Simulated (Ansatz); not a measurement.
Program: Ansatz. Geometries: PBE0-D4/def2-TZVP. ΔE: electronic, gas phase. CBS: MP2 limit from def2 TZ/QZ plus the TZ coupled-cluster correction, frozen cores. This one scheme is used for every species. Functionals use def2-TZVPP. One conformer a species, not always the lowest.

`O[Si](F)(F)F` + H₂ → `O[SiH](F)F` + H–F  (hydrogenolysis of the Si–F bond)

| level | ΔE (eV) |
| --- | --- |
| r2SCAN-D4 | 1.42 |
| CAM-B3LYP-D4 | 1.34 |
| BLYP | 1.27 |
| PBE0 | 1.24 |

(1) What does CCSD(T)/CBS give? (An estimate is asked.)

Largest T1 diagnostic among the species: 0.011.

## Answers

(1) The calculation gave: +1.32 eV. The listed levels differ from it by 0.10, 0.02, -0.05, -0.08 eV.

Leaving LDA and LC-ωPBE aside and taking each functional with its dispersion term where it has one, the values, not all of them listed here, spread over 0.20 eV, from PBE-D4 to B97M-V. LDA lies +0.05 eV from PBE without D4. At CCSD(T), def2-SVP lies −0.15 eV from the extrapolated value and def2-TZVPP +0.00 eV.
